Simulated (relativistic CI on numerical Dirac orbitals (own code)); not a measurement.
**Ir3+: 4d photoemission**

Computed with this model: Dirac-Coulomb-Breit CI, separate exchange-only KLI orbitals for each configuration, QED by a radiative potential, valence Slater integrals scaled by 0.9, multiplet model of photoemission in the sudden approximation; configurations [Xe] 4f14 5d6 → [Kr] 4d9 4f14 5s2 5p6 5d6; 300 K; Lorentzian 3.5 eV and Gaussian 0.6 eV FWHM. Energies are those of the free ion, without screening or charge transfer. The energies are binding energies and can lie tens of eV above those of solids. S is read from ⟨S²⟩ = S(S + 1).

Field parameters in Wybourne normalisation: D4h B²₀ = −7Ds, B⁴₀ = 21(Dq − Dt), B⁴₄ = 21√(5/14) Dq. The field is a parameter set, without covalency.

free ion: ground-state S = 1.88, centroid 349.66 eV. Peaks (eV, height): 342.8 (100), 359.2 (71).

D4h, 10Dq = 43950, Ds = -1500, Dt = -200 cm⁻¹: ground-state S = 0.11, centroid 350.07 eV. Peaks (eV, height): 343.4 (100), 359.8 (66).

Strongest unbroadened transitions for free ion:

| Energy (eV) | Relative strength |
| --- | --- |
| 342.11 | 20.8 |
| 342.27 | 100.0 |
| 342.85 | 39.2 |
| 342.87 | 69.1 |
| 343.23 | 40.1 |
| 343.29 | 22.0 |
| 343.54 | 14.6 |
| 343.60 | 16.7 |
| 343.62 | 6.6 |
| 343.72 | 6.0 |
| 343.91 | 11.6 |
| 345.65 | 7.5 |
| 359.03 | 36.1 |
| 359.15 | 46.1 |
| 359.30 | 77.5 |
| 359.33 | 40.1 |
| 359.60 | 5.5 |
| 360.12 | 24.9 |
